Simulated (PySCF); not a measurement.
Electron correlation in Ag⁴¹⁺ (silver, charge +41)

[He] 2s2 2p2, high-spin 3P determinant. Computed with PySCF 2.14 in an even-tempered Gaussian basis (19 s from 17 bohr⁻², ratio 2.2; 12 p from 22 bohr⁻², ratio 2.2; 6 d from 87 bohr⁻², ratio 2.4; 5 f from 130 bohr⁻², ratio 2.4; 4 g from 200 bohr⁻², ratio 2.4), with the spin-free X2C one-electron Hamiltonian (Gaussian nucleus). Frozen: nothing; 6 electrons correlated; the 14 highest virtual orbitals of each spin left out.

```tsv
level	correlation energy (mhartree)
CCSD	-261.23
(T)	-0.32
CCSD(T)	-261.55
```

Diagnostics: T1 = 0.00018, D1 = 0.0004, largest double amplitude 0.060.

Question: Is a single reference adequate?

Answer: Yes, within this model without spin-orbit coupling: T1 lies below 0.03 and no double amplitude reaches 0.07.

At this charge the one-electron X2C treatment keeps the bare 1/r₁₂, with no two-electron picture change or Breit term. That inflates the 1s pair energies well beyond their four-component values; and a scalar Hamiltonian misses the large spin-orbit splitting of the p shells, which matters for ns² → np² pairs.

Spin-orbit coupling is strong in this species, so the high-spin LS determinant is a model state.
